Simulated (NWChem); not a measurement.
All runs are NWChem calculations. System: Se, charge 0, spin multiplicity 3. Its SCF solution wasn't tested for a lower state.

Job file:

```
start mol
memory heap 100 mb stack 700 mb global 1900 mb
geometry units angstroms nocenter noautoz
  Se     0.000000     0.000000     0.000000
  symmetry group D2h
end
basis spherical
  * library sto-3g
end
scf
  rohf
  nopen 2
  maxiter 100
  thresh 1e-7
  semidirect memsize 60000000 filesize 0
  # guess.movecs holds the orbitals of an unrestricted PBE0 run
  vectors input guess.movecs swap 16 18 output mol.movecs
end
tce
  freeze core 9
  ccsdt
  2eorb
  2emet 13
  thresh 1e-6
  maxiter 100
  tilesize 24
end
task tce energy
```

The output up to the point where the run's verdict is printed (cleaned and shortened):

```
             Northwest Computational Chemistry Package (NWChem) 7.3.0
             --------------------------------------------------------

                                NWChem Input Module
                                -------------------

 Scaling coordinates for geometry "geometry" by  1.889725989
 (inverse scale =  0.529177249)

                             Geometry "geometry" -> ""
                             -------------------------

 Output coordinates in angstroms (scale by  1.889725989 to convert to a.u.)

  No.       Tag          Charge          X              Y              Z
 ---- ---------------- ---------- -------------- -------------- --------------
    1 Se                  34.0000     0.00000000     0.00000000     0.00000000

 Effective nuclear repulsion energy (a.u.)       0.0000000000

            Nuclear Dipole moment (a.u.)
            ----------------------------
        X                 Y               Z
 ---------------- ---------------- ----------------
     0.0000000000     0.0000000000     0.0000000000

      Symmetry information
      --------------------

 Group name             D2h
 Group number             26
 Group order               8
 No. of unique centers     1

      Symmetry unique atoms

     1


 Summary of "ao basis" -> "" (spherical)
 ------------------------------------------------------------------------------
       Tag                 Description            Shells   Functions and Types
 ---------------- ------------------------------  ------  ---------------------
 *                           sto-3g                   on all atoms

 Summary of "ao basis" -> "ao basis" (spherical)
 ------------------------------------------------------------------------------
       Tag                 Description            Shells   Functions and Types
 ---------------- ------------------------------  ------  ---------------------
 Se                          sto-3g                  8       18   4s3p1d

                                 NWChem SCF Module
                                 -----------------

  ao basis        = "ao basis"
  functions       =    18
  atoms           =     1
  closed shells   =    16
  open shells     =     2
  charge          =   0.00
  wavefunction    = ROHF
  use symmetry    = T
  symmetry adapt  = T

 Summary of "ao basis" -> "ao basis" (spherical)
 ------------------------------------------------------------------------------
       Tag                 Description            Shells   Functions and Types
 ---------------- ------------------------------  ------  ---------------------
 Se                          sto-3g                  8       18   4s3p1d

      Symmetry analysis of basis
      --------------------------

        ag          6
        au          0
        b1g         1
        b1u         3
        b2g         1
        b2u         3
        b3g         1
        b3u         3

 Forming initial guess at       0.0s

 Swapping ROHF orbitals    16   18

      Symmetry analysis of molecular orbitals - initial
      -------------------------------------------------

  Numbering of irreducible representations:

     1 ag          2 au          3 b1g         4 b1u         5 b2g
     6 b2u         7 b3g         8 b3u

  Orbital symmetries:

     1 ag          2 ag          3 b1u         4 b3u         5 b2u
     6 ag          7 b1u         8 b3u         9 b2u        10 ag
    11 b2g        12 b3g        13 b1g        14 ag         15 ag
    16 b2u        17 b1u        18 b3u

 Starting SCF solution at       0.0s

 ----------------------------------------------
         Quadratically convergent ROHF

 Convergence threshold     :          1.000E-07
 Maximum no. of iterations :          100
 Final Fock-matrix accuracy:          1.000E-09
 ----------------------------------------------

              iter       energy          gnorm     gmax       time
             ----- ------------------- --------- --------- --------
                 1    -2373.5261003482  1.68D-01  1.19D-01      0.1
```

The program stopped with an error. NWChem stopped with the message: rohf_hessv_xx: pflg invalid.
